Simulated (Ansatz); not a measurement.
C2H6Cl2Sn (SMILES [CH3][Sn]([CH3])([Cl])[Cl]), singlet, at a GFN2-xTB geometry (such geometries of metal compounds can be far from the true shape) (all electrons, no relativity). Base run: Ansatz (a program for electronic structure) with CAM-B3LYP/3-21G.

Geometry (Å):
```xyz
11

C      1.8027    -1.5189     0.1302
Sn    -0.0155    -0.2678    -0.0500
C     -1.9584    -1.1591    -0.6285
Cl     0.4540     1.4402    -1.5668
Cl    -0.3226     0.8226     1.9884
H      1.6473    -2.2589     0.9056
H      2.6306    -0.8708     0.3943
H      1.9961    -2.0013    -0.8200
H     -2.6856    -0.3584    -0.7022
H     -2.2618    -1.8687     0.1314
H     -1.8504    -1.6531    -1.5863
```
All else is at Ansatz's defaults.

Variants of this job, named by their change:

```csv
change,basis functions,E (Eh),core-seconds (rough)
base,89,-6994.91774,4
basis = STO-3G,(withheld),(withheld),4
basis = def2-SV(P),(withheld),(withheld),6
basis = def2-SVP,120,-1214.21804,6
basis = def2-SVPD,174,-1214.24261,9
basis = def2-TZVP,222,-1214.64754,10
basis = def2-TZVPD,276,-1214.64940,20
basis = def2-TZVPP,280,-1214.65019,10
```

Task: Some entries are withheld; supply them.

Result: 
- basis = STO-3G, basis functions: 61
- basis = STO-3G, E (Eh): -6954.86274
- basis = def2-SV(P), basis functions: 102
- basis = def2-SV(P), E (Eh): -1214.20253

Totals compare only among sets that treat the same electrons; sets with core potentials leave the core out.
